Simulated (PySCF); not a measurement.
# A ladder of Hamiltonians for Xe⁴⁸⁺ (xenon, charge +48)

Occupied: 1s1/2, 2s1/2, 2p1/2. Hartree-Fock calculated with PySCF 2.14 in an even-tempered Gaussian basis (19 s from 8.8 bohr⁻², ratio 2.3; 15 p from 11 bohr⁻², ratio 2.3), Gaussian nucleus throughout. NR is non-relativistic, sf-X2C the spin-free one-electron X2C Hamiltonian, X2C adds the bare one-electron spin-orbit term, X2C-SNSO screens it by Boettger's factors, DC is four-component Dirac-Coulomb, and the Gaunt and Breit terms are added at first order (total energies over the DC spinors, levels after relaxing the spinors in that mean field). QED terms are absent. Levels marked empty are virtual spinors of this ion.

| Hamiltonian | E (hartree) | E − E(DC) (hartree) | CPU seconds |
| --- | --- | --- | --- |
| X2C | -4385.9110 | 0.7385 | 0.37 |
| X2C-SNSO | -4385.1429 | 1.5066 | 0.25 |
| DC | -4386.6495 | 0.0000 | 9.9 |
| DC+Gaunt | -4382.9100 | 3.7394 | 22 |
| DC+Breit | -4383.1043 | 3.5452 | 68 |

```tsv
level (eV)	X2C	X2C-SNSO	DC	DC+Gaunt	DC+Breit
1s1/2	-39026.8	-39027.8	-39051.6	-38976.4	-38978.8
2s1/2	-9148.4	-9148.7	-9151.7	-9144.3	-9144.9
2p1/2	-8992.1	-8981.8	-8984.3	-8968.9	-8970.7
2p3/2 (empty)	-8381.2	-8385.5	-8386.0	-8378.3	-8380.1
3s1/2 (empty)	-3807.6	-3807.6	-3808.4	-3806.3	-3806.6
```

Weight of the small component: 1s1/2 0.0398, 2s1/2 0.00930, 2p1/2 0.00926, 2p3/2 0.00873, 3s1/2 0.00379.

Koopmans' value for the highest occupied level at DC+Breit: 8970.7 eV, against an ionisation energy of 8971 ± 4 eV (theoretical estimate listed by NIST; NIST Atomic Spectra Database, ionization energies); the former lacks relaxation, correlation, QED and recoil.

The whole ladder took 100 s of wall time on 1 thread of Intel(R) Xeon(R) 6975P-C (shared host), launched as `OMP_NUM_THREADS=1 python relrun2.py TASK.json OUT` (a driver that calls PySCF for each Hamiltonian).
